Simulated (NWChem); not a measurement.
System: C₂H₄N cation; SMILES CC#[NH+]

Here is an NWChem input.

```
start job
memory heap 200 mb stack 900 mb global 1100 mb
charge 1
geometry units angstroms noautosym nocenter noautoz
  C     -0.000063    -1.265084    -0.000052
  C     -0.000136     0.165839    -0.000311
  N     -0.000180     1.311978    -0.000859
  H     -0.708650    -1.626166    -0.764217
  H     -0.307489    -1.626255     0.995663
  H      1.016039    -1.626079    -0.231670
  H     -0.000336     2.329171    -0.002272
end
basis spherical
  * library 6-31g*
end
dft
  xc b3lyp
  iterations 150
end
tddft
  nroots 6
  notriplet
end
task tddft energy
```

Structure relaxed at the PBE0/def2-SVP level. B3LYP is NWChem's, with the RPA form of VWN correlation.

Vertical excitations in the gas phase.

Task: What results follow from this input? (B3LYP/6-31G* (spherical d), full TDDFT.) Quantities: lowest excitation, singlet (eV); oscillator strength of that lowest state; orbital gap (eV).

Result: 
```yaml
lowest excitation, singlet (eV): 8.06
oscillator_strength_of_that_lowest_state: 0.000
orbital gap (eV): 10.00
```
